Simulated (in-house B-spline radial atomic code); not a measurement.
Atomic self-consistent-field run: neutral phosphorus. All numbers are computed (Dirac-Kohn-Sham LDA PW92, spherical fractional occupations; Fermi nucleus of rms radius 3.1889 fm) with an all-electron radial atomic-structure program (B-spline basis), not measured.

Command:
```bash
python run_scf.py task.json out
```
Settings (nuclear radius in fm, mass in u):
```
Z                15
configuration    [Ne] 3s2 3p3
hamiltonian      dirac
method           lda,pw
spin_polarised   False
nucleus          fermi
rms_radius       3.1889
atomic_mass      30.97376
speed_of_light   137.035999084
```

Output (hartree, bohr):
```
 radial grid: 79 intervals, B-splines of order 8, outer radius 50 bohr

 iter        energy (Eh)    residual
    1        -339.493538    1.85e-01
    2        -340.232330    1.06e-01
    3        -340.754982    2.04e-02
    4        -340.787390    3.35e-03
    5        -340.788256    3.32e-03
    6        -340.788880    3.47e-04
    7        -340.788883    7.62e-05
    8        -340.788884    6.65e-06
    9        -340.788884    1.20e-07

 total energy                      -340.78888
 kinetic                             341.7238
 electron-nucleus                   -814.0841
 Hartree                             153.4155
 exchange-correlation                -21.8440

 first-order corrections (not in the total)
   Gaunt                             0.0749
   retardation                      -0.0053
   frequency dependence             -0.0000
   self-energy                       0.0485
   Uehling                          -0.0031
   Wichmann-Kroll                    0.0000
   recoil                            0.0050

 orbital      occ     eigenvalue          <r>       <r^2>       <1/r>     <1/r^3>       r_max    small
 1s1/2      2.000       -76.2873     0.103902   0.0145325     14.6041           -     0.06784  2.82e-03
 2s1/2      2.000        -6.3624     0.521951      0.3251     2.81439           -      0.4201  4.14e-04
 2p1/2      2.000        -4.5977     0.484763    0.295458     2.71922           -      0.3524  3.95e-04
 2p3/2      4.000        -4.5640     0.487026     0.29807     2.70279     62.8439      0.3542  3.93e-04
 3s1/2      2.000        -0.5151      1.89327      4.1835    0.727724           -       1.565  5.80e-05
 3p1/2      1.000        -0.2070      2.36613     6.75366    0.578584           -       1.822  3.91e-05
 3p3/2      2.000        -0.2050      2.37613     6.81114    0.575828     3.82786       1.829  3.88e-05
```

Cost of the run: 1.6 s on 1 thread of Arm Neoverse N1 (shared host).

For the Dirac Hamiltonian the kinetic term is c α·p + (β - 1)c².
